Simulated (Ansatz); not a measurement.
Relaxation of C₃H₆AlBr (11 atoms, charge 0, multiplicity 1), to a largest force component of 0.02 eV/Å in at most 50 steps.

The calculation used RKS B3LYP-D4/def2-SVP (Ansatz).

```xyz
11
Properties=species:S:1:pos:R:3:forces:R:3
C -0.702 -1.041 0.869 -1.55 2.91 -0.28
C -0.231 0.332 0.322 1.84 -1.76 -1.89
Al 1.679 0.381 -0.149 2.11 1.81 1.60
C 0.091 0.368 -1.189 -3.04 -1.36 1.60
Br -0.374 2.057 -2.030 0.10 -0.13 -0.30
H -0.576 -1.027 1.950 0.17 -0.39 0.26
H -0.221 -1.862 0.382 0.30 -1.01 -0.41
H -1.803 -1.047 0.660 0.31 -0.43 0.08
H 2.872 -0.196 0.635 -0.24 -2.20 1.14
H 3.127 1.083 0.132 -0.19 1.54 -1.36
H -0.247 -0.571 -1.718 0.19 1.02 -0.42
```

Question: Where does it end, and by what steps?

Answer: The run converged. After 27 steps the energy has fallen by 5.475 eV; Br5 moved furthest, 1.49 Å. Parted: Al3–C4 (1.90 → 2.70 Å). Joined: Al3–Br5 (3.25 → 2.79 Å).

```csv
step,energy less start (eV),largest force component (eV/Å),accepted
0,0.0000,3.039,yes
1,-1.5268,3.034,yes
2,-2.8543,2.148,yes
3,-3.6523,1.462,yes
4,-4.2284,0.958,yes
5,-4.5372,0.787,yes
6,-4.7544,0.716,yes
7,-4.9043,0.733,yes
8,-5.0694,0.540,yes
9,-5.1878,0.307,yes
10,-5.2471,0.568,yes
11,-5.2859,0.323,yes
12,-5.2319,0.827,no
13,-5.3076,0.084,yes
14,-5.3141,0.065,yes
15,-5.3192,0.149,yes
16,-5.3258,0.254,yes
17,-5.3387,0.295,yes
18,-5.3626,0.199,yes
19,-5.4018,0.175,yes
20,-5.4393,0.170,yes
21,-5.4624,0.220,yes
22,-5.4172,0.875,no
23,-5.4736,0.077,yes
24,-5.4665,0.403,no
25,-5.4747,0.059,yes
26,-5.4748,0.024,yes
27,-5.4749,0.002,yes
```

```xyz
11
Properties=species:S:1:pos:R:3
C -0.683 -1.036 0.885
C 0.159 -0.195 -0.035
Al 2.028 0.479 0.118
C -0.320 0.243 -1.197
Br 0.900 1.331 -2.290
H -0.787 -0.549 1.869
H -0.200 -2.011 1.070
H -1.696 -1.228 0.491
H 3.217 -0.482 -0.301
H 2.289 1.807 0.942
H -1.290 0.117 -1.687
```

Whether the end is a true minimum wasn't checked by a vibrational analysis.

The run took 62 s on 2 threads of Intel(R) Xeon(R) 6975P-C (Granite Rapids), with other jobs on the host, peak memory 0.34 GiB.
